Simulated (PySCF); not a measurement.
Spin states of RhI

Unrestricted PBE0; basis Rh def2-TZVPP with ECP28, I def2-TZVPP with ECP28; scalar-relativistic core potentials; PySCF 2.14. Outer shells of the fragments: Rh 4d8 5s1; I 4d10 5s2 5p5.

Followed along the bond (rough minima from three points):

```json
{"2Ms+1": "3", "unpaired": "σ ↑, δ ↑", "⟨S²⟩ at the start": "2.01", "R at minimum (Å)": "2.56", "Te (eV)": "0.00"}
{"2Ms+1": "3", "unpaired": "π ↑, δ ↑", "⟨S²⟩ at the start": "2.01", "R at minimum (Å)": "2.54", "Te (eV)": "0.05"}
{"2Ms+1": "3", "unpaired": "π ↑↑", "⟨S²⟩ at the start": "2.01", "R at minimum (Å)": "2.51", "Te (eV)": "0.24"}
{"2Ms+1": "1", "unpaired": "σ ↑, π ↓", "⟨S²⟩ at the start": "1.01", "R at minimum (Å)": "2.52", "Te (eV)": "0.44"}
{"2Ms+1": "1", "unpaired": "σ ↓, δ ↑", "⟨S²⟩ at the start": "1.00", "R at minimum (Å)": "2.55", "Te (eV)": "0.62"}
{"2Ms+1": "1", "unpaired": "π ↑↓", "⟨S²⟩ at the start": "1.02", "R at minimum (Å)": "2.50", "Te (eV)": "0.63"}
```

Solutions found at the starting distance of 2.485 Å, counted from the lowest of them; the search is not exhaustive and high or unbound solutions are not listed, so other states can lie among these:

| 2Ms+1 | unpaired | term | E (eV) | ⟨S²⟩ | ⟨Lz²⟩ | μ (D) |
| --- | --- | --- | --- | --- | --- | --- |
| 3 | σ ↑, δ ↑ | ³Δ | 0.00 | 2.01 | 4.01 | -4.52 |
| 3 | π ↑, δ ↑ | mixed | 0.03 | 2.01 | 3.62 | -4.18 |
| 3 | π ↑↑ | ³Σ⁻ | 0.21 | 2.01 | 0.00 | -3.86 |
| 1 | σ ↑, π ↓ | mixed | 0.41 | 1.01 | 2.85 | -3.89 |
| 1 | π ↑↓ | mixed | 0.60 | 1.02 | 2.04 | -3.61 |
| 1 | σ ↓, δ ↑ | mixed | 0.62 | 1.00 | 4.01 | -4.48 |
| 1 | π ↓, δ ↑ | mixed | 0.65 | 1.01 | 5.01 | -3.68 |
| 1 | π ↓, δ ↑ | mixed | 0.87 | 1.01 | 3.00 | -3.61 |
| 3 | δ ↑↑ | ³Σ⁻ | 1.02 | 2.01 | 0.00 | -4.52 |
| 1 | none | ¹Σ⁺ | 1.10 | 0.00 | 0.00 | -3.87 |

A term symbol is given only where ⟨S²⟩ and ⟨Lz²⟩ are close to those of a pure state; real π, δ and φ orbitals otherwise mix terms. A positive dipole means Rh(−)I(+).

Spin–orbit coupling is left out. The state is the lowest single determinant that the PBE0 search found; with open d or f shells the true ground state can be another one.
